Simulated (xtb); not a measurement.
ClCu, triplet, from a rough starting geometry (GFN-xTB shapes and energies of metal compounds can be far from the true ones) (the multiplicity is a formal guess); GFN2-xTB (xtb).

The xtb input:
```
$ xtb mol.xyz --gfn 2 --uhf 2 --opt vtight --json

# file mol.xyz
2

Cu    -0.66078834    -0.55326830    -0.58230793
Cl     0.67933002     0.57936643     0.56727109
```

### Question
Predict the main parts of the log of this xtb run.

### Answer

```
   ID    Z sym.   atoms
    1   29 Cu     1
    2   17 Cl     2

           -------------------------------------------------
          |                Calculation Setup                |
           -------------------------------------------------

           -------------------------------------------------
          |                 G F N 2 - x T B                 |
           -------------------------------------------------

          ...................................................
          :                      SETUP                      :
          :.................................................:
          :  # basis functions                  20          :
          :  # atomic orbitals                  18          :
          :  # shells                            6          :
          :  # electrons                        18          :
          :  max. iterations                   250          :
          :  Hamiltonian                  GFN2-xTB          :
          :  restarted?                      false          :
          :  GBSA solvation                  false          :
          :  PC potential                    false          :
          :  electronic temp.          300.0000000     K    :
          :  accuracy                    1.0000000          :
          :  -> integral cutoff          0.2500000E+02      :
          :  -> integral neglect         0.1000000E-07      :
          :  -> SCF convergence          0.1000000E-05 Eh   :
          :  -> wf. convergence          0.1000000E-03 e    :
          :  Broyden damping             0.4000000          :
          :  net charge                          0          :
          :  unpaired electrons                  2          :
          ...................................................

 iter      E             dE          RMSdq      gap      omega  full diag
   1     -8.2510311 -0.825103E+01  0.962E+00    3.58       0.0  T
   2     -8.2095671  0.414640E-01  0.893E+00    3.80       1.0  T
   3     -8.2621118 -0.525447E-01  0.593E+00    3.95       1.0  T
   4     -8.2564920  0.561976E-02  0.427E+00    4.40       1.0  T
   5     -8.2500842  0.640781E-02  0.726E+00    4.50       1.0  T
   6     -8.2783534 -0.282692E-01  0.238E+00    4.27       1.0  T
   7     -8.2815249 -0.317155E-02  0.192E+00    4.35       1.0  T
   8     -8.2587953  0.227296E-01  0.381E+00    4.62       1.0  T
   9     -8.2561771  0.261816E-02  0.518E+00    4.91       1.0  T
  10     -8.2555473  0.629859E-03  0.538E+00    4.87       1.0  T
  11     -8.2043198  0.512275E-01  0.832E+00    5.30       1.0  T
  12     -8.2395143 -0.351945E-01  0.591E+00    5.12       1.0  T
  13     -8.2584405 -0.189262E-01  0.444E+00    5.06       1.0  T
  14     -8.2573588  0.108169E-02  0.466E+00    5.12       1.0  T
  15     -8.2585420 -0.118315E-02  0.444E+00    5.05       1.0  T
  16     -8.2833985 -0.248565E-01  0.521E-01    5.09       1.0  T
  17     -8.2732482  0.101503E-01  0.265E+00    5.07       1.0  T
  18     -8.2824379 -0.918969E-02  0.114E+00    5.08       1.0  T
  19     -8.2687380  0.136999E-01  0.331E+00    5.05       1.0  T
  20     -8.2822303 -0.134923E-01  0.115E+00    5.06       1.0  T
  21     -8.2724162  0.981413E-02  0.288E+00    5.04       1.0  T
  22     -8.2826162 -0.102001E-01  0.936E-01    5.05       1.0  T
  23     -8.2767348  0.588139E-02  0.224E+00    5.03       1.0  T
  24     -8.2831261 -0.639126E-02  0.600E-01    5.04       1.0  T
  25     -8.2801504  0.297572E-02  0.156E+00    5.02       1.0  T
  26     -8.2834073 -0.325691E-02  0.254E-01    5.03       1.0  T
  27     -8.2821396  0.126770E-02  0.974E-01    5.02       1.0  T
  28     -8.2834405 -0.130092E-02  0.744E-02    5.02       1.0  T
  29     -8.2830001  0.440459E-03  0.563E-01    5.01       1.0  T
  30     -8.2834161 -0.416087E-03  0.134E-01    5.01       1.0  T
  31     -8.2833018  0.114338E-03  0.318E-01    5.01       1.0  T
  32     -8.2834209 -0.119081E-03  0.128E-01    5.01       1.0  T
  33     -8.2834032  0.176955E-04  0.173E-01    5.01       1.0  T
  34     -8.2834428 -0.396075E-04  0.482E-02    5.01       1.5  T
  35     -8.2834413  0.153100E-05  0.610E-02    5.00       1.2  T
  36     -8.2834462 -0.491641E-05  0.190E-02    5.00       3.7  T
  37     -8.2834465 -0.351676E-06  0.792E-03    5.00       8.9  T
  38     -8.2834466 -0.718220E-07  0.194E-03    5.00      36.5  T
  39     -8.2834466 -0.409549E-08  0.957E-04    5.00      73.9  T
  40     -8.2834466 -0.144617E-08  0.144E-04    5.00     491.8  T

   *** convergence criteria satisfied after 40 iterations ***

 transition dipole moment (au) for excitation:           9          10
     X       Y       Z
   0.0000  -0.0000  -0.0000  total (au/Debye):    0.000   0.000
 dE (eV)             :    3.525
 oscillator strength :  0.22993E-13

         :::::::::::::::::::::::::::::::::::::::::::::::::::::
         ::                     SUMMARY                     ::
         :::::::::::::::::::::::::::::::::::::::::::::::::::::
         :: total energy              -8.281281147040 Eh    ::
         :: gradient norm              0.003394532640 Eh/a0 ::
         :: HOMO-LUMO gap              5.002371788999 eV    ::
         ::.................................................::
         :: SCC energy                -8.283446616166 Eh    ::
         :: -> isotropic ES            0.016873943421 Eh    ::
         :: -> anisotropic ES         -0.000469233349 Eh    ::
         :: -> anisotropic XC         -0.029831838908 Eh    ::
         :: -> dispersion             -0.000668839386 Eh    ::
         :: repulsion energy           0.002165469126 Eh    ::
         :: add. restraining           0.000000000000 Eh    ::
         :: total charge               0.000000000000 e     ::
         :::::::::::::::::::::::::::::::::::::::::::::::::::::

      -----------------------------------------------------------
     |                   =====================                   |
[...]
 * total energy  :    -8.2812811 Eh     change       -0.3145217E-10 Eh
 * total energy  :    -8.2813168 Eh     change       -0.3563680E-04 Eh
 * total energy  :    -8.2813298 Eh     change       -0.1304314E-04 Eh
 * total energy  :    -8.2813332 Eh     change       -0.3372837E-05 Eh
 * total energy  :    -8.2813332 Eh     change       -0.8779111E-09 Eh
   *** GEOMETRY OPTIMIZATION CONVERGED AFTER 5 ITERATIONS ***
[...]
          :  restarted?                      false          :
          :  GBSA solvation                  false          :
          :  PC potential                    false          :
          :  electronic temp.          300.0000000     K    :
          :  accuracy                    1.0000000          :
          :  -> integral cutoff          0.2500000E+02      :
          :  -> integral neglect         0.1000000E-07      :
          :  -> SCF convergence          0.1000000E-05 Eh   :
          :  -> wf. convergence          0.1000000E-03 e    :
          :  Broyden damping             0.4000000          :
          :  net charge                          0          :
          :  unpaired electrons                  2          :
          ...................................................

 iter      E             dE          RMSdq      gap      omega  full diag
   1     -8.2831499 -0.828315E+01  0.198E-05    5.00       0.0  T
   2     -8.2831499  0.144377E-09  0.328E-04    5.00     215.7  T
   3     -8.2831499 -0.144421E-09  0.193E-05    5.00    3662.1  T

   *** convergence criteria satisfied after 3 iterations ***

 transition dipole moment (au) for excitation:           9          10
     X       Y       Z
  -0.0000   0.0000  -0.0000  total (au/Debye):    0.000   0.000
 dE (eV)             :    3.519
 oscillator strength :  0.37978E-10

         :::::::::::::::::::::::::::::::::::::::::::::::::::::
         ::                     SUMMARY                     ::
         :::::::::::::::::::::::::::::::::::::::::::::::::::::
         :: total energy              -8.281333200720 Eh    ::
         :: gradient norm              0.000000561249 Eh/a0 ::
         :: HOMO-LUMO gap              4.995972505839 eV    ::
         ::.................................................::
         :: SCC energy                -8.283149898544 Eh    ::
         :: -> isotropic ES            0.017100814936 Eh    ::
         :: -> anisotropic ES         -0.000545551765 Eh    ::
         :: -> anisotropic XC         -0.030777847999 Eh    ::
         :: -> dispersion             -0.000668947930 Eh    ::
         :: repulsion energy           0.001816697825 Eh    ::
         :: add. restraining           0.000000000000 Eh    ::
         :: total charge               0.000000000000 e     ::
         :::::::::::::::::::::::::::::::::::::::::::::::::::::

           -------------------------------------------------
          |                Property Printout                |
           -------------------------------------------------

    * Orbital Energies and Occupations

         #    Occupation            Energy/Eh            Energy/eV
      -------------------------------------------------------------
         1        2.0000           -1.0884349             -29.6178
         2        2.0000           -0.5061724             -13.7737
         3        2.0000           -0.4787035             -13.0262
         4        2.0000           -0.4787035             -13.0262
         5        2.0000           -0.4614915             -12.5578
         6        1.7721           -0.4522576             -12.3066
         7        1.7721           -0.4522576             -12.3066
         8        1.7279           -0.4520327             -12.3004
         9        1.7279           -0.4520327             -12.3004
        10        1.0000           -0.3227127              -8.7815 (HOMO)
        11                         -0.1391141              -3.7855 (LUMO)
        12                         -0.1391141              -3.7855
        13                         -0.0066121              -0.1799
        14                          0.0001007               0.0027
        15                          0.0001007               0.0027
        16                          0.0061281               0.1668
        17                          0.0061281               0.1668
        18                          0.2755442               7.4979
      -------------------------------------------------------------
                  HL-Gap            0.1835986 Eh            4.9960 eV
             Fermi-level           -0.3410057 Eh           -9.2792 eV

     #   Z          covCN         q      C6AA      α(0)
     1  29 Cu       0.795     0.186   149.926    28.118
     2  17 Cl       0.795    -0.186   104.868    15.665

 Mol. C6AA /au·bohr⁶  :        492.138351
 Mol. C8AA /au·bohr⁸  :      30535.989874
 Mol. α(0) /au        :         43.783470

Wiberg/Mayer (AO) data.
largest (>0.10) Wiberg bond orders for each atom

 ---------------------------------------------------------------------------
     #   Z sym  total        # sym  WBO       # sym  WBO       # sym  WBO
 ---------------------------------------------------------------------------
     1  29 Cu   0.795 --     2 Cl   0.795
     2  17 Cl   0.795 --     1 Cu   0.795
 ---------------------------------------------------------------------------

Topologies differ in total number of bonds
Writing topology from bond orders to xtbtopo.mol

molecular dipole:
                 x           y           z       tot (Debye)
 q only:       -0.476      -0.402      -0.408
   full:        0.228       0.193       0.196       0.908
molecular quadrupole (traceless):
                xx          xy          yy          xz          yz          zz
 q only:       -0.013      -0.028      -0.017      -0.001      -0.007       0.030
  q+dip:       -0.582      -2.696       0.337      -2.750      -2.321       0.245
   full:       -0.825      -3.817       0.472      -3.887      -3.283       0.352

optimized geometry written to: xtbopt.xyz

           -------------------------------------------------
          | TOTAL ENERGY               -8.281333200720 Eh   |
          | GRADIENT NORM               0.000000561249 Eh/α |
          | HOMO-LUMO GAP               4.995972505839 eV   |
           -------------------------------------------------

normal termination of xtb
```
